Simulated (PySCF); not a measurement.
Record of a relaxation.

Species: C5H6F2.
Numbering: `[F:1][CH2:2][C@H:3]([F:4])[CH:5]1[CH:6]=[CH:7]1` (hydrogens: H8, H9 on C2; H10 on C3; H11 on C5; H12 on C6; H13 on C7)

Method: PySCF 2.14.0, PBE0-D3(BJ)/def2-SVP geometry optimisation, gas phase; density fitting, grid level 1; the optimiser is geomeTRIC in internal coordinates, started from a GFN2-xTB structure with every atom displaced at random (about 0.01 Å). 6 of its 8 geometries are shown. The frame can shift and turn from step to step; on so coarse a grid that alone can change the energy by a few meV, and forces under 0.02 eV/Å are noise.

Step 0: E = -10694.3270 eV, largest atomic force 1.424 eV/Å
```
atom  x, y, z in Å  |  force x, y, z in eV/Å
F1     -1.486    1.610   -0.197    0.259   0.970  -0.330
C2     -1.725    0.331    0.169    0.829  -0.176   0.678
C3     -0.580   -0.536   -0.331    0.771  -0.018   1.197
F4     -0.909   -1.852   -0.154   -0.443  -0.522   0.168
C5      0.724   -0.273    0.419   -0.287   0.356  -0.382
C6      2.049   -0.380   -0.265   -0.269  -0.180   0.225
C7      1.656    0.823   -0.030   -0.675  -0.126   0.222
H8     -2.648    0.018   -0.285   -0.923  -0.469  -0.224
H9     -1.795    0.317    1.282   -0.077  -0.354  -0.385
H10    -0.422   -0.390   -1.391    0.017   0.387  -0.744
H11     0.638   -0.501    1.498    0.003  -0.008  -0.077
H12     2.770   -1.073   -0.636    0.562  -0.461  -0.317
H13     1.733    1.889   -0.089    0.234   0.601  -0.031
```

Step 1: E = -10694.3973 eV, largest atomic force 0.559 eV/Å
```
atom  x, y, z in Å  |  force x, y, z in eV/Å
F1     -1.408    1.325   -0.812   -0.001  -0.236   0.140
C2     -1.718    0.047   -0.405   -0.462   0.094  -0.098
C3     -0.459   -0.797   -0.419   -0.334   0.054  -0.445
F4     -0.843   -2.108   -0.199    0.031   0.135  -0.008
C5      0.533   -0.384    0.627    0.338  -0.136   0.168
C6      2.005   -0.388    0.334    0.005  -0.100  -0.160
C7      1.457    0.781    0.450   -0.026   0.028  -0.062
H8     -2.500   -0.369   -1.074    0.325   0.021   0.016
H9     -2.158    0.074    0.607    0.105   0.099   0.088
H10    -0.031   -0.719   -1.442    0.092  -0.059   0.269
H11     0.181   -0.648    1.642    0.002   0.019  -0.071
H12     2.854   -1.023    0.080   -0.035   0.102   0.181
H13     1.530    1.866    0.425   -0.039  -0.022  -0.018
```

Step 3: E = -10694.4238 eV, largest atomic force 0.199 eV/Å
```
atom  x, y, z in Å  |  force x, y, z in eV/Å
F1     -1.393    1.337   -0.745   -0.015   0.025  -0.010
C2     -1.720    0.055   -0.390    0.031   0.007   0.011
C3     -0.470   -0.801   -0.432    0.024  -0.012   0.071
F4     -0.871   -2.108   -0.236   -0.002   0.012   0.006
C5      0.536   -0.406    0.619    0.024  -0.028   0.025
C6      2.011   -0.394    0.348   -0.079  -0.011  -0.182
C7      1.440    0.769    0.407    0.033   0.015   0.051
H8     -2.470   -0.344   -1.093   -0.037   0.010  -0.022
H9     -2.150    0.060    0.627    0.002  -0.028  -0.018
H10    -0.013   -0.717   -1.433   -0.006   0.000  -0.034
H11     0.173   -0.637    1.635   -0.012   0.011   0.011
H12     2.883   -1.012    0.159    0.049  -0.003   0.095
H13     1.487    1.853    0.348   -0.010   0.001  -0.004
```

Step 4: E = -10694.4259 eV, largest atomic force 0.127 eV/Å
```
atom  x, y, z in Å  |  force x, y, z in eV/Å
F1     -1.399    1.341   -0.741    0.011   0.010   0.001
C2     -1.721    0.055   -0.393    0.036  -0.006  -0.004
C3     -0.470   -0.802   -0.431    0.019   0.045   0.022
F4     -0.875   -2.107   -0.234    0.006   0.006   0.017
C5      0.537   -0.405    0.617   -0.014  -0.016   0.029
C6      2.011   -0.396    0.345   -0.033  -0.005  -0.122
C7      1.444    0.768    0.404    0.011  -0.003   0.017
H8     -2.469   -0.340   -1.100   -0.025  -0.003  -0.004
H9     -2.151    0.052    0.623   -0.023  -0.014   0.000
H10    -0.012   -0.721   -1.434   -0.005  -0.005  -0.024
H11     0.172   -0.627    1.636   -0.001  -0.010   0.001
H12     2.888   -1.015    0.173    0.022   0.001   0.074
H13     1.491    1.852    0.348   -0.004   0.000  -0.006
```

Step 6: E = -10694.4283 eV, largest atomic force 0.049 eV/Å
```
atom  x, y, z in Å  |  force x, y, z in eV/Å
F1     -1.398    1.350   -0.720    0.009  -0.004   0.003
C2     -1.723    0.057   -0.398    0.003  -0.008  -0.001
C3     -0.472   -0.801   -0.434    0.011   0.036  -0.031
F4     -0.884   -2.103   -0.229    0.009  -0.012   0.010
C5      0.536   -0.402    0.611   -0.015   0.029   0.026
C6      2.011   -0.405    0.345    0.020  -0.011   0.003
C7      1.452    0.763    0.388   -0.029  -0.010  -0.016
H8     -2.465   -0.325   -1.118    0.005   0.001   0.002
H9     -2.165    0.034    0.613   -0.008   0.003   0.000
H10    -0.015   -0.729   -1.438   -0.007  -0.006   0.004
H11     0.165   -0.605    1.631    0.005  -0.015   0.001
H12     2.896   -1.026    0.231   -0.010  -0.004   0.002
H13     1.505    1.847    0.330    0.006   0.001  -0.003
```

Step 7: E = -10694.4285 eV, largest atomic force 0.024 eV/Å
```
atom  x, y, z in Å  |  force x, y, z in eV/Å
F1     -1.396    1.352   -0.716    0.003  -0.001  -0.001
C2     -1.722    0.058   -0.400   -0.010  -0.005   0.003
C3     -0.471   -0.799   -0.434   -0.004  -0.003  -0.003
F4     -0.882   -2.102   -0.227   -0.002  -0.005   0.000
C5      0.534   -0.400    0.613   -0.001   0.021  -0.007
C6      2.009   -0.409    0.347    0.013   0.003   0.019
C7      1.453    0.762    0.385   -0.006  -0.007  -0.003
H8     -2.462   -0.322   -1.124    0.007   0.002  -0.003
H9     -2.171    0.033    0.609    0.003   0.002  -0.001
H10    -0.013   -0.728   -1.437    0.000  -0.001   0.004
H11     0.163   -0.602    1.634   -0.001  -0.001  -0.002
H12     2.893   -1.033    0.240   -0.006  -0.005  -0.008
H13     1.509    1.845    0.323    0.005   0.000  -0.001
```

**Question.** Summarise the path.

**Answer.** The energy falls by 9.79 kJ/mol from step 0 to step 7; nine tenths of that is first reached at step 2. It falls at every step. The largest force goes from 1.424 to 0.024 eV/Å. Among the bonds C2–H8 changes most, from 1.075 to 1.103 Å; the atoms move by 0.068 Å rms after alignment.

What follows is the cost of the whole optimisation. Hardware: Arm Neoverse V1, one thread, shared host with 32 logical CPUs at a one-minute load of 32. Cost: 52 s of wall time, 0.54 GiB resident at most.
